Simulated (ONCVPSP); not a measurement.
Before and after: ONCV potential for Tl (Z = 81)

ONCVPSP 4.0.1 input, shortened (lines: element, Z, core and valence counts, functional; n l f; lmax; l rc ep ncon nbas qcut; lloc lpopt rc5 dvloc0; l nproj debl; icmod fcfact rcfact), PBE, scalar-relativistic:

```
  Tl 81.00   10    5        4      upf
    1    0    2.00
    2    0    2.00
    2    1    6.00
    3    0    2.00
    3    1    6.00
    3    2   10.00
    4    0    2.00
    4    1    6.00
    4    2   10.00
    4    3   14.00
    5    0    2.00
    5    1    6.00
    5    2   10.00
    6    0    2.00
    6    1    1.00
    2
    0    1.20    0.00    3    6    7.70
    1    1.65    0.00    4    8    7.90
    2    2.10    0.00    4    8    6.50
    4    5    1.00    3.00
    0    2    1.60
    1    2    1.70
    2    1    0.70
    3    3.25    1.75
```

Change: core [Xe] 4f14, valence charge 13; reference 5d10 6s2 6p1; waves now 6s: rc 1.65 bohr, ncon 3, nbas 8, qcut 3.1 1/bohr, 1 projector; 6p: rc 2.40 bohr, ncon 3, nbas 6, qcut 3.6 1/bohr, 2 projectors, debl 0.6 Ha; 5d: rc 1.90 bohr, ncon 4, nbas 9, qcut 7.8 1/bohr, 2 projectors, debl 3.9 Ha; local potential polynomial inside 1.25 bohr (lpopt 5, dvloc0 4 Ha).

Cutoffs: the cutoffs (Ha) at which the residual kinetic energy of the hardest occupied pseudo-wave falls to 1 and 0.1 mHa per electron; they do not see the model core or the augmentation charge, which bear on the density cutoff. Errors are all-electron minus pseudo energies relative to the spin-unpolarised reference configuration.

What does the change do?

The potential gets neither clearly harder nor softer (30 Ha and 77 Ha → 29 Ha and 79 Ha); a bound ghost appears in s, which as a rule spoils a file; the lowest positive-energy flag moves from s at 186.8 eV to p at 7.3 eV; the number of tests with a reliable result goes from 3 to 2. Several settings change at once here, so the effects cannot be laid on one of them.

```csv
quantity,base,changed
"cutoff, loose",30 Ha,29 Ha
"cutoff, tight",77 Ha,79 Ha
loose cutoff by channel,"s 30 Ha, p 17 Ha, d 18 Ha","s 29 Ha, p 4.2 Ha, d 22 Ha"
bound ghosts,none,s
GHOST(+) flags under 300 eV,s at 186.8 eV,p at 7.3 eV
tests with a reliable result,3 of 4,2 of 4
"rms error of d²Exc/dni dnj with the model core, mHa",2.34,1.39
```

 A true bound ghost makes a file unfit for plane-wave use even where its test errors are small: the radial tests pick states by their node count and pass the ghost by.
